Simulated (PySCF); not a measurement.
GeH3, SMILES [GeH3-], charge -1.

The structure is a stationary point at r2SCAN-D4/def2-TZVPD.

The numbers are results of PBE0/def2-TZVPD (PySCF), not measurements.

Isolated molecule, no solvent. A positive occupied level means that this level leaves the electron formally unbound; only the finite basis holds it.

Computed frontier levels, gap, dipole moment and polarisability:
| Property | Value |
|---|---|
| highest occupied level | 0.03 eV |
| lowest empty level | 4.75 eV |
| orbital gap | 4.72 eV |
| dipole moment about the centre of nuclear charge | 0.65 D |
| mean static polarisability | 68.3 bohr³ (10.12 Å³) |
| polarisability, principal values | 63.8, 63.8, 77.2 bohr³ |
